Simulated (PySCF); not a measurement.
# CH9ClOSi3

CH9ClOSi3 is a small molecule, neutral, singlet. The structure, one conformer, was relaxed in the gas phase by PBE0-D3(BJ)/def2-SVP. No frequency run checks that it is a minimum.

SMILES: [SiH3]OC([SiH3])([SiH3])Cl

Coordinates in Å:
```
C1     -0.738   -0.021   -0.328
Si2    -1.599   -1.167    0.940
Si3    -1.113    1.851   -0.205
O4      0.637   -0.204   -0.247
Si5     1.696   -0.911   -1.349
Cl6    -1.400   -0.540   -1.978
H7     -3.078   -0.997    0.849
H8     -1.205   -2.571    0.630
H9     -1.130   -0.792    2.307
H10    -0.614    2.343    1.114
H11    -2.584    2.076   -0.303
H12    -0.394    2.537   -1.316
H13     1.331   -2.330   -1.626
H14     3.006   -0.846   -0.647
H15     1.759   -0.139   -2.621
```

Shieldings: GIAO PBE0/pcSseg-1. Shifts are against computed references at the same level: C TMS (σ 184.4 ppm), H TMS (σ 31.27 ppm), Si TMS (σ 352.0 ppm). Core levels by delta-SCF with SCAN, pcX-2 on the ionised atom and pcseg-1 elsewhere, spin-free X2C (2p3/2 is the spin-free 2p value less a third of a first-order spin-orbit splitting); from the vacuum level, for chosen atoms.

(1) Give the shieldings and core levels atom by atom.

(2) By CAM-B3LYP/def2-SVPD (TDDFT singlets, Tamm-Dancoff triplets, ionisation by delta-SCF), where does absorption start, and what does vertical ionisation take?

Answers

(1) 
| atoms | bonded to | σ (ppm) | δ (ppm) | core level (eV) |
| --- | --- | --- | --- | --- |
| C1 | 1 Cl + 1 O + 2 Si | 89.2 | 95.2 | 1s 292.80 |
| Si2 | 1 C + 3 H | 409.4 | -57.5 | 2p3/2 106.91 |
| Si3 | 1 C + 3 H | 407.8 | -55.8 | 2p3/2 106.91 |
| O4 | 1 C + 1 Si | 279.2 | - | 1s 538.43 |
| Si5 | 1 O + 3 H | 390.2 | -38.2 | - |
| Cl6 | 1 C | 703.8 | - | 2p3/2 205.67 |
| H7 H8 H9 | 1 Si | 27.09 | 4.17 | - |
| H10 H11 H12 | 1 Si | 27.09 | 4.17 | - |
| H13 H14 H15 | 1 Si | 26.38 | 4.89 | - |

Values are those of this one static structure, with the three H of a rotating XH3 group averaged; atoms that internal rotation interchanges would show their mean in an NMR spectrum.

(2) The lowest singlet lies at 5.52 eV (f 0.001), the strongest of the first 6 at 7.26 eV (f 0.116), the lowest triplet at 4.99 eV; vertical ionisation takes 9.31 eV.
